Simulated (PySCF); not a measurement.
# `CP(C)(=[Se])C1CC1`, C5H11PSe

Molfile (atoms numbered from 1):
```
C5H11PSe
     RDKit          3D

 18 18  0  0  0  0  0  0  0  0999 V2000
   -1.1624   -0.0508    1.8192 C   0  0  0  0  0  0  0  0  0  0  0  0
   -0.6981   -0.4064    0.0824 P   0  0  0  0  0  5  0  0  0  0  0  0
   -1.8663    0.5866   -0.9211 C   0  0  0  0  0  0  0  0  0  0  0  0
   -0.7218   -2.4454   -0.3878 Se  0  0  0  0  0  2  0  0  0  0  0  0
    0.9092    0.4275   -0.1343 C   0  0  0  0  0  0  0  0  0  0  0  0
    1.7847   -0.0482   -1.2570 C   0  0  0  0  0  0  0  0  0  0  0  0
    2.1429   -0.3793    0.1496 C   0  0  0  0  0  0  0  0  0  0  0  0
   -0.4839   -0.5987    2.4716 H   0  0  0  0  0  0  0  0  0  0  0  0
   -1.1064    1.0141    2.0352 H   0  0  0  0  0  0  0  0  0  0  0  0
   -2.1758   -0.4150    1.9841 H   0  0  0  0  0  0  0  0  0  0  0  0
   -1.8085    1.6433   -0.6695 H   0  0  0  0  0  0  0  0  0  0  0  0
   -1.6210    0.4387   -1.9719 H   0  0  0  0  0  0  0  0  0  0  0  0
   -2.8741    0.2142   -0.7414 H   0  0  0  0  0  0  0  0  0  0  0  0
    0.9081    1.4828    0.1149 H   0  0  0  0  0  0  0  0  0  0  0  0
    2.3715    0.6833   -1.7920 H   0  0  0  0  0  0  0  0  0  0  0  0
    1.4072   -0.8527   -1.8736 H   0  0  0  0  0  0  0  0  0  0  0  0
    2.0025   -1.4033    0.4682 H   0  0  0  0  0  0  0  0  0  0  0  0
    2.9835    0.1158    0.6117 H   0  0  0  0  0  0  0  0  0  0  0  0
  1  2  1  0
  2  3  1  0
  2  4  2  0
  2  5  1  0
  5  6  1  0
  6  7  1  0
  7  5  1  0
  1  8  1  0
  1  9  1  0
  1 10  1  0
  3 11  1  0
  3 12  1  0
  3 13  1  0
  5 14  1  0
  6 15  1  0
  6 16  1  0
  7 17  1  0
  7 18  1  0
M  END
```

Theory: GIAO B3LYP/pcSseg-1 magnetisability, rotational g tensor and spin-rotation constants, non-relativistic, gas phase (PySCF). Geometry: GFN2-xTB.

The calculation is non-relativistic, which matters for the atoms heavier than Zn.

Give the nuclear spin-rotation constants along the inertial axes (H = +C I·J) beside the isotropic shieldings.

Rotational constants 1.6945, 1.2080, 0.9404 GHz. A star marks the isotopologue with that one atom substituted, in its own axes.
```tsv
atom	isotope	Caa (kHz)	Cbb (kHz)	Ccc (kHz)	mean (kHz)	σ (ppm)
P2	31P	2.646	2.080	1.858	2.195	249.4
H8	1H	-0.212	-0.090	0.000	-0.101	30.1
H9	1H	-0.032	-0.089	-0.104	-0.075	30.2
H10	1H	-0.047	-0.077	-0.103	-0.075	30.1
H11	1H	-0.034	-0.088	-0.104	-0.075	30.2
H12	1H	-0.213	-0.090	0.000	-0.101	30.1
H13	1H	-0.046	-0.077	-0.102	-0.075	30.1
H14	1H	-0.062	-0.074	-0.114	-0.083	31.1
H15	1H	-0.063	-0.123	-0.072	-0.086	31.2
H16	1H	-0.080	-0.097	-0.072	-0.083	30.7
H17	1H	-0.079	-0.097	-0.072	-0.083	30.7
H18	1H	-0.065	-0.123	-0.071	-0.086	31.2
C1	13C*	0.290	0.192	0.149	0.210	154.4
Se4	77Se*	1.683	1.064	0.833	1.193	2218.0
C5	13C*	0.120	0.253	0.135	0.169	168.8
C6	13C*	0.121	0.165	0.159	0.148	178.8
```
For the geometry as given, no vibrational averaging.

How do the rotational constants and the g tensor change when H8, H9, H10, H11, H12, H13, H14, H15, H16, H17, H18 are replaced by deuterium?

Constants 1.3898, 1.0621, 0.8302 GHz; g 0.0052, -0.0003, 0.0016, against 0.0067, -0.0002, 0.0021 before.
